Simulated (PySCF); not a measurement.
Ionisation energy of Nb³⁹⁺ by level of theory

Nb³⁹⁺ 1s2 → Nb⁴⁰⁺ 1s1 [1s1/2^1, M_J = 1/2], as a difference of total energies. Computed with PySCF 2.14 in an uncontracted even-tempered set (15 s from 73 bohr⁻², ratio 2.4; 10 p from 95 bohr⁻², ratio 2.4; 3 d from 300 bohr⁻², ratio 2.6; 3 f from 450 bohr⁻², ratio 2.6), with the two-component X2C-1e Hamiltonian. Correlated levels: nothing frozen; the 32 highest virtual spinors dropped. "Screened" scales the spin-orbit matrix elements by Boettger's factors to mimic the two-electron term; Breit and QED terms are absent.

| method | ionisation energy (eV) | difference from reference (eV) |
| --- | --- | --- |
| GHF (screened spin-orbit) | 22676.0 | +28.0 |
| GMP2 (screened spin-orbit) | 22677.4 | +29.4 |

Reference: 22648.0 eV (theoretical estimate listed by NIST; NIST Atomic Spectra Database, ionization energies).

For this ion Breit and QED terms and the two-electron picture change, all absent here, outweigh the correlation shift from GHF to GMP2.
